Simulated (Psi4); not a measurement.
C$_{3}$H$_{8}$N, charge -1, singlet, geometry from GFN2-xTB (a gas-phase anion, which may not be bound at this level). Base run: HF/STO-3G (Psi4).

Here is a job for Psi4.
```
memory 2 GB

molecule {
-1 1
N     0.00154641    0.02985114    0.37852189
C    -0.00224884    1.46958385   -0.20189574
C     1.17444159   -0.65283405   -0.08441976
C    -1.17384969   -0.65508514   -0.07464857
H     0.88375483    1.93722288    0.34779325
H    -0.88454234    1.93552778    0.35515110
H     1.24642441   -0.71913899   -1.19419213
H     1.20514183   -1.68270458    0.31276513
H     2.05914801   -0.11968068    0.26925121
H    -1.25493808   -0.72153682   -1.18378401
H    -2.05660281   -0.12362607    0.28637677
H    -1.19926907   -1.68500947    0.32276984
}

set {
  basis sto-3g
}

energy('scf')
print_variables()
```

Each row names what was changed in the base input (with any setting that the change needs).

```json
[
 {"change": "base", "basis functions": "28", "E (Eh)": "-170.32565"},
 {"change": "basis = 3-21G", "basis functions": "52", "E (Eh)": "-171.58344"},
 {"change": "basis = 6-31G", "basis functions": "52", "E (Eh)": "-172.46761"},
 {"change": "basis = 6-31+G*", "basis functions": "92", "E (Eh)": "-172.57794"},
 {"change": "basis = pcseg-1", "basis functions": "96", "E (Eh)": "-172.52303"},
 {"change": "basis = def2-SVP", "basis functions": "96", "E (Eh)": "-172.43613"},
 {"change": "basis = 6-31G**", "basis functions": "100", "E (Eh)": "-172.56212"},
 {"change": "basis = 6-311G**", "basis functions": "120", "E (Eh)": "-172.60815"},
 {"change": "basis = 6-311++G**", "basis functions": "144", "E (Eh)": "-172.62385"},
 {"change": "basis = aug-cc-pVDZ", "basis functions": "164", "E (Eh)": "-172.60016"},
 {"change": "basis = def2-TZVP", "basis functions": "172", "E (Eh)": "-172.63638"},
 {"change": "basis = def2-TZVPD", "basis functions": "220", "E (Eh)": "-172.64110"},
 {"change": "basis = pcseg-2", "basis functions": "232", "E (Eh)": "-172.63212"}
]
```

Totals compare only among sets that treat the same electrons; sets with core potentials leave the core out.

A gas-phase anion may not be bound at this level; its values then depend on the basis.
